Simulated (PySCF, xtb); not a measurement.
SnI, SMILES [Sn+][I] (connectivity only; charge and spin as stated), charge +1, multiplicity 1.

GFN2-xTB (xtb 6.7.1) at its own geometry gives an orbital gap of 4.74 eV.

Geometry optimised at B3LYP-D3(BJ)/def2-TZVP. The multiplicity is an assumed one; other spin states were not compared. The def2 effective core potentials stand for the cores of I, Sn; spin–orbit coupling is left out.

What does HF/def2-TZVPD in PySCF give? (An estimate is asked for; the answer gives what the named calculation found.)

gap 9.65 eV (levels -15.56 and -5.90 eV).
